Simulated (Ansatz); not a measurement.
Species: C3H8OSi, SMILES `O/C=C/C[SiH3]` (H–O–C–C torsion -1°, C–C–C–Si torsion -111°) (charge 0, multiplicity 1).

**Question.** Give a relaxed geometry from PBE0-D3(BJ)/def2-TZVP (Ansatz, a quantum-chemistry and plane-wave program).

**Answer.** Several could match; the one computed here: the end point of this relaxation, one of several conformers (outside a Z-matrix the atoms follow the SMILES, hydrogens last).
Z-matrix (Å, degrees):
```
C
C 1 1.3293
O 2 1.3541 1 126.90
H 3 0.9626 2 109.19 1 -0.99
H 2 1.0853 1 122.10 3 179.91
H 1 1.0896 2 118.88 5 -179.99
C 1 1.4934 6 117.17 2 -178.12
H 7 1.0946 1 110.58 6 -172.75
H 7 1.0961 8 106.59 1 -120.93
Si 7 1.8844 8 108.32 9 -116.46
H 10 1.4867 7 109.99 8 -57.54
H 10 1.4887 11 108.49 7 120.08
H 10 1.4897 11 108.95 12 117.84
```
